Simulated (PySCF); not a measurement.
Working out the excitation energy of B

B [He] 2s2 2p1 (2P) → B [He] 2s1 2p2 (4P). Computed with PySCF 2.14 in x2c-QZVPPall (7s4p3d2f1g, 57 functions), with the spin-free X2C one-electron Hamiltonian (Gaussian nucleus). Frozen: nothing. Energies in hartree (1 hartree = 27.21139 eV):

```json
{"part": "UHF", "B (lower)": "-24.539845", "B (upper)": "-24.459221"}
{"part": "CCSD correlation", "B (lower)": "-0.085644", "B (upper)": "-0.037103"}
{"part": "(T)", "B (lower)": "-0.001725", "B (upper)": "-0.000180"}
```

Question: What does Hartree-Fock give?

Answer: (-24.459221) − (-24.539845) = 0.080624 hartree = 2.194 eV.

Question: What do CCSD and CCSD(T) give?

Answer: The CCSD correlation energies differ by 0.048541 hartree = 1.321 eV and the triples by 0.001545 hartree = 0.042 eV, so CCSD gives 3.515 eV and CCSD(T) 3.557 eV.
